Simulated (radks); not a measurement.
The numbers below are computed, except where a source is named.
Numerical settings for neutral niobium, [Kr] 4d4 5s1. Code: a radial shooting solver on a logarithmic mesh with Libxc functionals. Model: Dirac Kohn-Sham, PBE, spin-unpolarised, spherical densities, point nucleus; open shells fill j = l - 1/2 first. The defaults (mesh step 0.008 in ln r, mesh end at 40 bohr or more with all orbitals vanishing there, Anderson mixing 0.5 over 9 steps, residual threshold near 1e-9 with the energy settled to 1e-9 hartree or 1e-11 of itself, here a cap of 63 iterations) give E = -3820.1244 hartree and 4d3/2 at -3.061 eV in 14 iterations. Run on one thread of a shared host, so times are rough (Arm Neoverse N1): 0.18 s of CPU time, 0.18 s wall, 14 iterations on 2725 mesh points. Changes against that run (0 stands for a change within the tolerance of the run):

[
 {"setting": "mesh step in ln r 0.02", "iterations": "14", "converged": "yes", "E (mhartree)": "0", "e(4d3/2) (meV)": "0", "CPU (s)": "0.08"},
 {"setting": "mesh step in ln r 0.012", "iterations": "14", "converged": "yes", "E (mhartree)": "0", "e(4d3/2) (meV)": "0", "CPU (s)": "0.13"},
 {"setting": "mesh step in ln r 0.12", "iterations": "2", "converged": "no", "E (mhartree)": "diverged", "e(4d3/2) (meV)": "-", "CPU (s)": "0.03"},
 {"setting": "mesh end (bohr) 12", "iterations": "14", "converged": "yes", "E (mhartree)": "+0.156", "e(4d3/2) (meV)": "+16.3", "CPU (s)": "0.17"},
 {"setting": "mesh end (bohr) 8", "iterations": "14", "converged": "yes", "E (mhartree)": "+8.59", "e(4d3/2) (meV)": "+395", "CPU (s)": "0.16"},
 {"setting": "residual threshold 0.01", "iterations": "9", "converged": "yes", "E (mhartree)": "0", "e(4d3/2) (meV)": "+0.893", "CPU (s)": "0.14"},
 {"setting": "residual threshold 0.1", "iterations": "9", "converged": "yes", "E (mhartree)": "0", "e(4d3/2) (meV)": "+0.893", "CPU (s)": "0.14"},
 {"setting": "mixing 0.2", "iterations": "16", "converged": "yes", "E (mhartree)": "0", "e(4d3/2) (meV)": "0", "CPU (s)": "0.2"},
 {"setting": "linear mixing, mixing 0.5", "iterations": "30", "converged": "yes", "E (mhartree)": "0", "e(4d3/2) (meV)": "0", "CPU (s)": "0.28"},
 {"setting": "linear mixing, mixing 0.8", "iterations": "63", "converged": "no", "E (mhartree)": "+770", "e(4d3/2) (meV)": "-1.38e+04", "CPU (s)": "0.99"},
 {"setting": "mixing history 3", "iterations": "19", "converged": "yes", "E (mhartree)": "0", "e(4d3/2) (meV)": "0", "CPU (s)": "0.21"},
 {"setting": "iteration cap 2", "iterations": "2", "converged": "no", "E (mhartree)": "+85.5", "e(4d3/2) (meV)": "-3.99e+03", "CPU (s)": "0.04"}
]

Settings that end as converged yet miss the energy by more than 1 mhartree: mesh end (bohr) 8 (+0.00859 hartree). A mesh that ends early acts as a hard wall.
